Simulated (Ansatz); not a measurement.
Basis-set series for ClH4OSi2, SMILES `[SiH3]O[SiH]Cl` radical. Total charge 0; spin multiplicity 2. Geometry: relaxed with PBE0-D4/def2-TZVP. It is one conformer, not always the lowest.

Cartesian coordinates in Å:
```
Si 0.236 -0.686 1.127
O 0.281 0.585 0.080
Si -0.477 1.306 -1.163
Cl -1.267 -0.120 -2.427
H 0.595 -1.935 0.412
H 1.219 -0.411 2.200
H -1.125 -0.816 1.706
H 0.539 2.077 -1.934
```

| functional | basis | functions | energy (Eh) | HOMO (eV) | LUMO (eV) |
| --- | --- | --- | --- | --- | --- |
| PBE0-D4 | def2-SVP | 88 | -1116.02345 | -6.23 | -2.50 |
| PBE0-D4 | def2-TZVPP | 213 | -1116.49191 | -6.34 | -2.53 |
| ωB97M-V | def2-SVP | 88 | -1116.40197 | -7.98 | -0.83 |
| ωB97M-V | def2-TZVPP | 213 | -1116.87131 | -8.12 | -0.94 |

(1) Give the rows for def2-QZVPP. (An estimate is asked.)

## Answers

(1) Computed: 
```
functional       basis  functions  energy (Eh)  HOMO (eV)  LUMO (eV)
   PBE0-D4  def2-QZVPP        387  -1116.53054      -6.37      -2.57
   ωB97M-V  def2-QZVPP        387  -1116.90746      -8.16      -1.02
```

HOMO and LUMO are taken over both spins.
